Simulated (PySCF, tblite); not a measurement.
C8H12OP (charge +1).
Atom-mapped SMILES: `[CH3:1][C@@H:2]1[CH2:3][P@+:4]1([CH3:5])[c:6]1[cH:7][cH:8][cH:9][o:10]1` (hydrogens: H11, H12, H13 on C1; H14 on C2; H15, H16 on C3; H17, H18, H19 on C5; H20 on C7; H21 on C8; H22 on C9)

Structure optimised with GFN2-xTB, isolated species.

(1) Give the optimised bond lengths and angles.

Answers

(1) 
```csv
bond,length (Å),order
C1–C2,1.504,single
C2–C3,1.545,single
C3–P4,1.798,single
P4–C5,1.811,single
P4–C6,1.775,single
C6–C7,1.373,aromatic
C7–C8,1.410,aromatic
C8–C9,1.365,aromatic
C9–O10,1.336,aromatic
C2–P4,1.820,single
C6–O10,1.353,aromatic
"C1–H11, C1–H12, C1–H13",1.088,single
C2–H14,1.087,single
C3–H15,1.084,single
C3–H16,1.082,single
"C5–H17, C5–H18, C5–H19",1.090,single
C7–H20,1.071,single
C8–H21,1.070,single
C9–H22,1.073,single
```

Bonds in one row agree within 0.01 Å and their mean is given. Orders are formal, as drawn. A selection of angles:
```csv
angle,degrees
C1–C2–C3,119.1
C1–C2–P4,120.8
C3–C2–P4,64.0
C2–C3–P4,65.5
C3–P4–C5,119.0
C3–P4–C6,115.0
C5–P4–C6,115.5
C2–P4–C3,50.5
C2–P4–C5,121.0
C2–P4–C6,119.6
P4–C6–C7,133.5
P4–C6–O10,115.9
C7–C6–O10,110.7
C6–C7–C8,105.4
C7–C8–C9,106.3
C8–C9–O10,111.0
C6–O10–C9,106.7
```

Torsions: C1–C2–C3–P4 -112° (anticlinal); C2–C3–P4–C5 -108° (anticlinal); C3–P4–C6–C7 166° (antiperiplanar); C1–C2–P4–C3 110° (anticlinal).

The 5-membered ring C6–C7–C8–C9–O10 has internal angles of 105.4° to 111.0°; it is planar, 0.00 Å rms from its mean plane, widest ring torsion 0°. C9 (aromatic CH next to a ring oxygen) is planar (angles 131.6°, 117.4° and 111.0°, sum 360.0°, 0.00 Å off the plane of its three neighbours). The 4 C–P bonds span 1.775 Å (P4–C6, drawn single) to 1.820 Å (C2–P4, drawn single), a spread of 0.045 Å. The 5 C–C bonds span 1.365 Å (C8–C9, aromatic) to 1.545 Å (C2–C3, drawn single), a spread of 0.180 Å. P4 (phosphonium phosphorus) has angles from 50.5° to 121.0°. C6 (substituted aromatic carbon) is planar (angles 133.5°, 115.9° and 110.7°, sum 360.0°, 0.00 Å off the plane of its three neighbours). The 3-membered ring C2–C3–P4 has internal angles of 50.5° to 65.5°.

Point group: C1 (no symmetry element, even within 0.4 Å). Its GFN2-xTB frequencies are all real (lowest 35 cm⁻¹). 3 starts were optimised and ended at 0.00, 0.86 and 1.41 kcal/mol (GFN2-xTB); the lowest of these is shown.

One conformer stands for the species.

All values are computed, not measured.
